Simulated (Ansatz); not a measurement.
Start from `[BH2][AlH][CH2]OC` and change one atom or group to get `CO[CH2][AlH][SiH3]`.

Ansatz, PBE0-D4/def2-TZVP geometries, multiplicity 1. Each molecule was computed in one conformer, which needn't be the lowest.

```json
{"property": "size of the dipole moment (B3LYP/def2-TZVPP) / D", "`[BH2][AlH][CH2]OC`": "0.92"}
{"property": "HOMO energy (B3LYP/def2-TZVPP) / eV", "`[BH2][AlH][CH2]OC`": "-6.49"}
{"property": "HOMO energy (PBE/def2-TZVPP) / eV", "`[BH2][AlH][CH2]OC`": "-5.52"}
{"property": "LUMO energy (B3LYP/def2-TZVPP) / eV", "`[BH2][AlH][CH2]OC`": "-1.76"}
{"property": "HOMO–LUMO gap (PBE0/def2-TZVPP) / eV", "`[BH2][AlH][CH2]OC`": "5.08"}
{"property": "HOMO–LUMO gap (PBE/def2-TZVPP) / eV", "`[BH2][AlH][CH2]OC`": "3.02"}
```

Q: What does the change do to each property? (Best estimate.)

A: Ansatz gave: 
```
                                        property  `CO[CH2][AlH][SiH3]`  shift
size of the dipole moment (B3LYP/def2-TZVPP) / D                  1.14   0.22
             HOMO energy (B3LYP/def2-TZVPP) / eV                 -6.46   0.03
               HOMO energy (PBE/def2-TZVPP) / eV                 -5.33   0.19
             LUMO energy (B3LYP/def2-TZVPP) / eV                 -2.00  -0.24
            HOMO–LUMO gap (PBE0/def2-TZVPP) / eV                  4.84  -0.24
             HOMO–LUMO gap (PBE/def2-TZVPP) / eV                  2.76  -0.26
```

Dipoles are sizes alone; their direction can turn.

B3LYP here is the variant with VWN-RPA as its local correlation; programs differ in this.
